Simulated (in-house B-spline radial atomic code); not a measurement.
Inner-shell binding energies (edges) and X-ray emission energies of free atoms and ions, as differences of relaxed hole-state energies with first-order Breit, QED and recoil terms, without correlation or multiplet splittings, in NIST's listed ground configurations. For neutral atoms such line energies lie within some 1 to 5 eV of tabulated X-ray lines (up to 20 eV for the heaviest). K = 1s, L2 = 2p1/2, L3 = 2p3/2, M3 = 3p3/2. A dash marks a subshell that is part filled or wasn't run, or a line left out. Computed with a B-spline radial code for spherical atoms: Dirac-Hartree-Fock, average of the configuration, finite nuclei.

```tsv
ion	configuration	K-L3 (eV)	K-L2 (eV)	K-M3 (eV)
Re	[Xe] 4f14 5d5 6s2	61136.5	59713.1	69300
Ir2+	[Xe] 4f14 5d7	64891.6	63282.5	73550.8
Pt3+	[Xe] 4f14 5d7	?	?	?
Au4+	[Xe] 4f14 5d7	68800.2	66985.4	77970
Hg5+	[Xe] 4f14 5d7	70813.9	68888.3	80244.7
Tl6+	[Xe] 4f14 5d7	?	?	?
Pb7+	[Xe] 4f14 5d7	74964.7	72800.2	84929
```

Task: Fill in the row of Pt3+.

Result: K-L3 (eV): 66826.2; K-L2 (eV): 65116.9; K-M3 (eV): 75738.8.

Task: Fill in the row of Tl6+.

Result: K-L3 (eV): 72868.6; K-L2 (eV): 70826.5; K-M3 (eV): 82564.2.
